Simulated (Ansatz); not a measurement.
`[P]#[Sb]`. The species carries charge 0 and has multiplicity 1. Sb takes the def2 core potential.

Bond lengths: P1–Sb2 2.183 Å.

Problem. List the harmonic frequencies (cm⁻¹, unscaled) at PBE0-D4/def2-TZVP in Ansatz. (An estimate is asked.)

Solution. Computed: 545.

Problem. Is this a minimum?

Solution. Yes, all 1 modes are real.

Problem. Give the ideal-gas thermochemistry at 298.15 K and 1 bar (rigid rotor, harmonic oscillator; point group C∞v, symmetry number 1).

Solution. Zero-point energy 3.3 kJ/mol; H(298) − E = 12.4 kJ/mol; entropy 242.7 J/(mol·K), of which translation 171.6, rotation 68.8, vibration 2.3; G(298) − E = -59.9 kJ/mol.
